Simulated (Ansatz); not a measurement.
`[GeH3][GeH2][GeH2][GeH2][GeH3]` + `NBS` → `NB[S][GeH3]` + `[GeH3][GeH2][GeH2][GeH3]`  (cleavage of the Ge–Ge bond)

Calculated with Ansatz (gas phase, PBE0-D4/def2-TZVP geometries, no zero-point term in ΔE). CCSD(T)/CBS adds triple-zeta CCSD(T) − MP2 to the extrapolated MP2 energy (def2 sets, frozen cores). DFT in def2-TZVPP. B3LYP here is the variant with VWN-RPA as its local correlation; programs differ in this. For Ge outer-core shells are correlated without core-valence functions, which leaves a few kJ/mol of doubt a bond. Scalar relativity is left out up to krypton. Each species was taken in one conformer, which may not be the lowest.

Problem. Is it downhill or uphill in electronic energy at CCSD(T)/CBS, and by how much? (An estimate is asked.)

Solution. Computed: Nearly level: ΔE = -2.8 kJ/mol.

Problem. What do these levels give: r2SCAN0-D4, BLYP, B3LYP, RPA@PBE/def2-TZVPP, CCSD(T)/def2-SVP, HF/CBS(def2)? (Best estimate.)

Solution. The calculation gave: r2SCAN0-D4 -4.9, BLYP -7.7, B3LYP -8.3, RPA@PBE/def2-TZVPP -3.3, CCSD(T)/def2-SVP -5.0, HF/CBS(def2) -20.9 kJ/mol.

Largest T1 diagnostic among the species: 0.012.

Leaving LDA and LC-ωPBE aside and taking each functional with its dispersion term where it has one, the values, not all of them listed here, spread over 14.7 kJ/mol, from B97M-V to PBE-D4. LDA lies +4.3 kJ/mol from PBE without D4. From BLYP to BHLYP (50 % exact exchange), in def2-TZVPP and without D4, ΔE moves by −3.4 kJ/mol. In def2-TZVPP, CCSD(T) changes the Hartree–Fock value by +16.4 kJ/mol (the triples alone add +0.5 kJ/mol) and MP2 by +14.5 kJ/mol.
